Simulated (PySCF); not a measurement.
# Field gradients at the hydrogen positions

Species: C7H15NSi.
Cartesian coordinates in Å at the GFN2-xTB level; atoms count from 1:
```
atom  x, y, z in Å
C1     2.8637   -0.5566   -0.8959
C2     1.6319   -0.7133   -0.4269
N3     0.8965    0.2194    0.2733
Si4    1.5170    1.8062    0.5883
C5    -0.4527   -0.1707    0.6620
C6    -0.4515   -1.3517    1.6362
C7    -1.3181   -0.4568   -0.5507
C8    -2.7436    0.0060   -0.5705
C9    -1.7247    0.6851   -1.4324
H10    3.4225    0.3525   -0.7696
H11    3.3495   -1.3550   -1.4262
H12    1.1276   -1.6559   -0.5922
H13    0.4615    2.4985    1.3277
H14    2.7259    1.7192    1.4120
H15    1.7955    2.5099   -0.6677
H16   -0.8830    0.6886    1.1843
H17   -0.0774   -2.2569    1.1645
H18    0.1775   -1.1249    2.4940
H19   -1.4659   -1.5396    1.9802
H20   -1.1084   -1.4004   -1.0392
H21   -3.1170    0.5385    0.2913
H22   -3.4825   -0.6240   -1.0425
H23   -1.7595    0.5270   -2.4994
H24   -1.3964    1.6747   -1.1504
```

Level: PBE0/pcSseg-1 (PySCF, non-relativistic); Q(2H) = 0.00286 b; rigid geometry, the same for H and D, with no vibrational averaging.

Problem. Rank these positions by the coupling χzz of a deuteron there, largest first.
A. H24 (methylene hydrogen)
B. H13 (Si–H hydrogen)
C. H18 (methyl hydrogen)
D. H16 (methine hydrogen)
E. H12 (vinylic hydrogen)
F. H11 (vinylic hydrogen)

Solution. F (233 kHz), A (223 kHz), E (216 kHz), C (212 kHz), D (194 kHz), B (108 kHz).

Problem. What are Vzz, η and χzz (234.96 MHz × Q × Vzz) at all hydrogens?

Solution. 
| atom | bonded to | bond length (Å) | Vzz (au) | η | χzz (kHz) |
| --- | --- | --- | --- | --- | --- |
| H10 | C1 | 1.075 | 0.3461 | 0.12 | 233 |
| H11 | C1 | 1.075 | 0.3471 | 0.09 | 233 |
| H12 | C2 | 1.082 | 0.3212 | 0.10 | 216 |
| H13 | Si4 | 1.463 | 0.1614 | 0.06 | 108 |
| H14 | Si4 | 1.465 | 0.1598 | 0.02 | 107 |
| H15 | Si4 | 1.466 | 0.1593 | 0.02 | 107 |
| H16 | C5 | 1.094 | 0.2886 | 0.06 | 194 |
| H17 | C6 | 1.087 | 0.3157 | 0.03 | 212 |
| H18 | C6 | 1.088 | 0.3147 | 0.02 | 212 |
| H19 | C6 | 1.087 | 0.3152 | 0.02 | 212 |
| H20 | C7 | 1.083 | 0.3229 | 0.10 | 217 |
| H21 | C8 | 1.080 | 0.3319 | 0.07 | 223 |
| H22 | C8 | 1.080 | 0.3319 | 0.07 | 223 |
| H23 | C9 | 1.079 | 0.3326 | 0.07 | 224 |
| H24 | C9 | 1.080 | 0.3317 | 0.08 | 223 |

Problem. Average by the element that carries the hydrogen.

Solution. on C: 218 kHz over 12 positions, mean bond length 1.082 Å; on Si: 108 kHz over 3 positions, mean bond length 1.465 Å.

Problem. How does χzz go with the bond length over the 12 C–H bonds?

Solution. A straight-line fit has a slope of -18.2 kHz for each 0.01 Å, with a correlation coefficient of -0.98, over lengths from 1.075 to 1.094 Å. The longer bonds have the smaller couplings here.

The structure is a single GFN2-xTB conformer in the gas phase; no vibrational or solvent corrections. GFN2-xTB bond lengths can be off by several hundredths of an ångström, more for odd bonds, and the gradients follow them. The basis is small and wasn't made for field gradients, so the couplings can be 20 % off.
